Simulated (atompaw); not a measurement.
# barium: PAW (atompaw) pseudisation with PBEsol, scalar-relativistic reference atom.

```json
{"Element": "barium", "Generator": "atompaw 4.2.0.5", "Type": "PAW", "Functional": "PBEsol", "Relativity": "scalar-relativistic", "Frozen core": "[Xe]", "Valence charge": "2", "Reference configuration": "5d0 6s2 6p0", "Partial waves": "6s (bound): rc 3.00 bohr; 6s channel at 1.25 Ry: rc 3.00 bohr; 6p (bound, empty): rc 3.00 bohr; 6p channel at 3.05 Ry: rc 3.00 bohr; 5d (bound, empty): rc 3.00 bohr; 5d channel at 0.35 Ry: rc 3.00 bohr", "Local potential": "troulliermartins scheme with l = 3 at 0 Ry, radius 2.50 bohr", "Core correction": "smooth core density matched at 2.55 bohr", "Augmentation charge": "sinc compensation charge, radius 2.85 bohr; PAW radius 3.00 bohr; waves and projectors: custom rrkj vanderbiltortho"}
```

All-electron outer shells of the reference configuration (PBEsol, scalar-relativistic, ld1.x):

```
shell  level (eV)  outermost node (bohr)  outermost maximum (bohr)
   5s      -33.70                   0.80                      1.47
   5p      -18.74                   0.86                      1.67
   6s       -3.25                   1.97                      4.16
   5d       -2.03                   1.00                      2.49
   6p       -1.23                   2.36                      5.40
```

Question: Is a potential produced?

Answer: No. atompaw 4.2.0.5 stopped with "atompaw: The overlap operator has at least one negative eigenvalue!": the overlap operator built from these waves and projectors is not positive definite.
